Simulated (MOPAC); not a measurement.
MOPAC input (AM1):

```
AM1 1SCF UHF MS=0.5 GEO-OK AUX(PRECISION=9) THREADS=1
C4H2BrSe

Br    1.96536700 1   -0.44951700 1    0.27147400 1
C     0.10796300 1   -0.48378000 1    0.01489000 1
C    -0.71165800 1   -1.52659600 1   -0.09838400 1
C    -2.09895900 1   -1.33151000 1   -0.29001600 1
C    -2.42923900 1   -0.01223300 1   -0.33557600 1
Se   -0.93440700 1    1.10523300 1   -0.12902400 1
H    -2.81572300 1   -2.13358200 1   -0.38907000 1
H    -3.41092800 1    0.41345700 1   -0.47116500 1
```

Output:

```
 *******************************************************************************
 **                                                                           **
 **                              MOPAC v23.2.5                                **
 **                                                                           **
 *******************************************************************************
 ** MOPAC's Digital Object Identifier: https://doi.org/10.5281/zenodo.6511958 **
 **                                                                           **
 ** Please cite the open-source release paper for use of this MOPAC version:  **
 ** J. E. Moussa and J. J. P. Stewart (2026)                                  **
 ** MOPAC: An open-source semiempirical molecular orbital program             **
 ** J. Open Source Softw., 11(119), 8025, https://doi.org/10.21105/joss.08025 **
 *******************************************************************************

                              AM1 CALCULATION RESULTS

 *******************************************************************************
 *  AM1        - The AM1 Hamiltonian to be used
 *  GEO-OK     - OVERRIDE INTERATOMIC DISTANCE AND OTHER SAFETY CHECKS
 *  UHF        - UNRESTRICTED HARTREE-FOCK CALCULATION
 *  MS=        - IN MECI, MAGNETIC COMPONENT OF SPIN =  0.5
 *  1SCF       - DO 1 SCF AND THEN STOP
 *  AUX        - OUTPUT AUXILIARY INFORMATION
 *******************************************************************************
AM1 1SCF UHF MS=0.5 GEO-OK AUX(PRECISION=9) THREADS=1
 C4H2BrSe

   ATOM   CHEMICAL          X               Y               Z
  NUMBER   SYMBOL      (ANGSTROMS)     (ANGSTROMS)     (ANGSTROMS)

     1      Br          1.96536700  *  -0.44951700  *   0.27147400  *
     2       C          0.10796300  *  -0.48378000  *   0.01489000  *
     3       C         -0.71165800  *  -1.52659600  *  -0.09838400  *
     4       C         -2.09895900  *  -1.33151000  *  -0.29001600  *
     5       C         -2.42923900  *  -0.01223300  *  -0.33557600  *
     6      Se         -0.93440700  *   1.10523300  *  -0.12902400  *
     7       H         -2.81572300  *  -2.13358200  *  -0.38907000  *
     8       H         -3.41092800  *   0.41345700  *  -0.47116500  *

          CARTESIAN COORDINATES

    NO.       ATOM           X           Y           Z

     1        Br          1.9654     -0.4495      0.2715
     2         C          0.1080     -0.4838      0.0149
     3         C         -0.7117     -1.5266     -0.0984
     4         C         -2.0990     -1.3315     -0.2900
     5         C         -2.4292     -0.0122     -0.3356
     6        Se         -0.9344      1.1052     -0.1290
     7         H         -2.8157     -2.1336     -0.3891
     8         H         -3.4109      0.4135     -0.4712

  H: (AM1): M.J.S. DEWAR ET AL, J. AM. CHEM. SOC. 107 3902-3909 (1985)
  C: (AM1): M.J.S. DEWAR ET AL, J. AM. CHEM. SOC. 107 3902-3909 (1985)
 Se: (AM1): J. J. P. STEWART, J. MOL. MOD., 10, 155-164 (2004)
 Br: (AM1): M.J.S. DEWAR AND E. G. ZOEBISCH, THEOCHEM, 180, 1 (1988).

           Empirical Formula: C4 H2 Br Se  =     8 atoms

      MOLECULAR POINT GROUP   :   Cs

          UHF CALCULATION, NO. OF ALPHA ELECTRONS =   16
                           NO. OF BETA  ELECTRONS =   15

 -------------------------------------------------------------------------------
 AM1 1SCF UHF MS=0.5 GEO-OK AUX(PRECISION=9) THREADS=1
 C4H2BrSe

     1SCF WAS SPECIFIED, SO BFGS WAS NOT USED
     SCF FIELD WAS ACHIEVED

                              AM1 CALCULATION
                                                       MOPAC v23.2.5 Linux

          FINAL HEAT OF FORMATION =        105.11697 KCAL/MOL =     439.80942 KJ/MOL

          COSMO AREA              =        140.42 SQUARE ANGSTROMS
          COSMO VOLUME            =        134.29 CUBIC ANGSTROMS

          IONIZATION POTENTIAL    =          8.043480 EV
          ALPHA SOMO LUMO (EV)    =         -8.115 -0.066
          BETA  SOMO LUMO (EV)    =         -8.043 -1.061
          NO. OF ALPHA ELECTRONS  =         16
          NO. OF BETA  ELECTRONS  =         15
          MOLECULAR WEIGHT        =        208.9238         POINT GROUP:  Cs

          MOLECULAR DIMENSIONS (Angstroms)

            Atom       Atom       Distance
            H     8   Br     1     5.49552
            H     7   Se     6     3.49687
            C     5    C     4     0.00000

          SCF CALCULATIONS        =          1

   ATOM   CHEMICAL          X               Y               Z
  NUMBER   SYMBOL      (ANGSTROMS)     (ANGSTROMS)     (ANGSTROMS)

     1      Br          1.96536700  *  -0.44951700  *   0.27147400  *
     2       C          0.10796300  *  -0.48378000  *   0.01489000  *
     3       C         -0.71165800  *  -1.52659600  *  -0.09838400  *
     4       C         -2.09895900  *  -1.33151000  *  -0.29001600  *
     5       C         -2.42923900  *  -0.01223300  *  -0.33557600  *
     6      Se         -0.93440700  *   1.10523300  *  -0.12902400  *
     7       H         -2.81572300  *  -2.13358200  *  -0.38907000  *
     8       H         -3.41092800  *   0.41345700  *  -0.47116500  *

                             CARTESIAN COORDINATES

   1   Br        1.965367000    -0.449517000     0.271474000
   2    C        0.107963000    -0.483780000     0.014890000
   3    C       -0.711658000    -1.526596000    -0.098384000
   4    C       -2.098959000    -1.331510000    -0.290016000
   5    C       -2.429239000    -0.012233000    -0.335576000
   6   Se       -0.934407000     1.105233000    -0.129024000
   7    H       -2.815723000    -2.133582000    -0.389070000
   8    H       -3.410928000     0.413457000    -0.471165000

           Empirical Formula: C4 H2 Br Se  =     8 atoms

      MOLECULAR POINT GROUP   :   Cs

          ALPHA EIGENVALUES
 -37.09380 -32.50597 -28.74495 -24.09725 -19.09613 -18.72079 -16.24300 -14.11420
 -13.57608 -13.41873 -11.78943 -11.66554 -11.18058  -9.94699  -9.70450  -8.11543
  -0.06643   0.00612   0.29668   1.12842   1.65288   3.97524   4.26812   4.81521
   5.01154   5.27500

           BETA EIGENVALUES
 -36.70967 -32.55876 -28.37802 -23.69299 -18.69071 -18.49175 -15.60367 -13.96573
 -13.57554 -13.24711 -11.62170 -11.30916 -10.89329  -9.58626  -8.04348  -1.06068
   0.18299   0.20761   0.52766   1.41829   2.18874   4.22850   4.34266   4.92351
   5.24272   5.65761

              NET ATOMIC CHARGES AND DIPOLE CONTRIBUTIONS

  ATOM NO.   TYPE          CHARGE      No. of ELECS.   s-Pop       p-Pop
    1         Br           0.094993        6.9050     1.96607     4.93894
    2          C          -0.391617        4.3916     1.29837     3.09324
    3          C          -0.029865        4.0299     1.31715     2.71271
    4          C          -0.141640        4.1416     1.20889     2.93275
    5          C          -0.346927        4.3469     1.29642     3.05051
    6         Se           0.500449        5.4996     1.94406     3.55549
    7          H           0.159346        0.8407     0.84065
    8          H           0.155261        0.8447     0.84474
 DIPOLE           X         Y         Z       TOTAL
 POINT-CHG.    -0.673     3.182    -0.093     3.254
 HYBRID        -0.842    -1.285    -0.116     1.541
 SUM           -1.515     1.897    -0.209     2.437

          ATOMIC ORBITAL ELECTRON POPULATIONS

     Atom    s        px        py        pz
    1 Br   1.96607   1.00022   1.98421   1.95451
    2  C   1.29837   0.95086   0.97760   1.16479
    3  C   1.31715   0.89659   0.85078   0.96535
    4  C   1.20889   0.93481   0.95330   1.04465
    5  C   1.29642   1.01901   0.96888   1.06261
    6 Se   1.94406   0.88821   0.90327   1.76400
    7  H   0.84065
    8  H   0.84474

                    (SZ)    =    0.500000
                    (S**2)  =    1.048986

          ATOMIC ORBITAL SPIN POPULATIONS

    Atom   Total    s     px     py     pz
         Atomic
    1 Br  0.0238 -0.001  0.046 -0.003 -0.017
    2  C -0.5440 -0.041 -0.055 -0.071 -0.378
    3  C  1.3058  0.182  0.145  0.617  0.362
    4  C -0.3368 -0.015 -0.034 -0.029 -0.259
    5  C  0.4144  0.034  0.033  0.041  0.306
    6 Se  0.1355 -0.002  0.027  0.121 -0.010
    7  H  0.0185  0.018
    8  H -0.0172 -0.017

 **********************
 *                    *
 * JOB ENDED NORMALLY *
 *                    *
 **********************

 == MOPAC DONE ==
```

The geometry given is a B3LYP-D3(BJ)/def2-TZVP minimum.

The determinant is spin-contaminated: <S^2> is 1.05 against 0.75 for a pure state.
